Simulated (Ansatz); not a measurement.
C3H11ClSi2, SMILES C[Si](C[SiH3])(C)Cl.

The structure is a stationary point at PBE0-D3(BJ)/def2-SVP. This is a generated structure with no PubChem entry under its InChIKey; it may be hypothetical. Other conformers were not sampled.

Two levels are set side by side: PBE/def2-SVPD (Ansatz, a first-principles code) and CAM-B3LYP/def2-SVPD (Ansatz). Energy differences of separate SCF runs at the same geometry; the states with an electron removed or added have multiplicity 2 and 2. Differences are taken from unrounded values.

```
quantity                            PBE
---------------------------------  ----
vertical ionisation energy (eV)    9.65
vertical singlet–triplet gap (eV)  6.76
```

Task: These are the PBE values. What does CAM-B3LYP give? (Estimate from the structure and the level; the computed values follow.)

Result: 
```csv
quantity,CAM-B3LYP,PBE minus CAM-B3LYP
vertical ionisation energy (eV),10.40,-0.75
vertical singlet–triplet gap (eV),7.81,-1.05
```
